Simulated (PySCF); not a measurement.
Assignment exercise: C8H7N

Mapped SMILES: `[CH3:1][c:2]1[cH:3][cH:4][c:5]([C:6]#[N:7])[cH:8][cH:9]1`. Each H is labelled by its parent atom.

PySCF 2.14.0 with density-fitted response routines calculation with PBE0-D3(BJ)/def2-TZVP structure and σ from GIAO-B97-2/pcSseg-2; equivalent nuclei averaged, isolated molecule, non-relativistic Hamiltonian, one conformer.

Chemical shifts δ = σref − σ; 13C (σ = 185.38 ppm), 1H (σ = 31.64 ppm) against TMS, all at this level.

Q: Assign these signals to the numbered atoms. 13C{1H} NMR (computed): δ 151.0 (C), 140.4 (CH), 136.0 (CH), 125.5 (C), 117.0 (C), 24.6 (CH3).

A: 
| δ (ppm) | atoms | environment | reason |
| --- | --- | --- | --- |
| 151.0 | C2 | substituted aromatic carbon | – |
| 140.4 | C4/C8 | aromatic CH | – |
| 136.0 | C3/C9 | aromatic CH | the aromatic region |
| 125.5 | C6 | nitrile carbon | C≡N carbons fall here, among the sp2 signals but without a proton |
| 117.0 | C5 | substituted aromatic carbon | – |
| 24.6 | C1 | methyl carbon on an aromatic ring | saturated and bonded to C and H only |

Q: Assign these signals to the numbered atoms. 1H NMR (400 MHz, computed): δ 7.82 (d, 2H), 7.51 (d, 2H), 2.50 (s, 3H).

A: 
| δ (ppm) | atoms | environment | reason |
| --- | --- | --- | --- |
| 7.82 | H(C4)/H(C8) | hydrogen on an aromatic CH | aromatic region |
| 7.51 | H(C3)/H(C9) | hydrogen on an aromatic CH | – |
| 2.50 | H(C1) | hydrogen on a methyl carbon on an aromatic ring | benzylic-type position, deshielded by the ring |

Shifts are as computed. Against solution values, carbons near 30 ppm lie about +3 ppm off and those near 130 ppm about +7 ppm. Of 1211 compounds with measured shifts, 218 miss one by over three times the rms of a fit or turn the order of signals round; such compounds aren't used in these exercises. Multiplicities follow the n + 1 count of equivalent neighbours, as no J values were calculated; m marks all less simple cases, F and P coupling included.
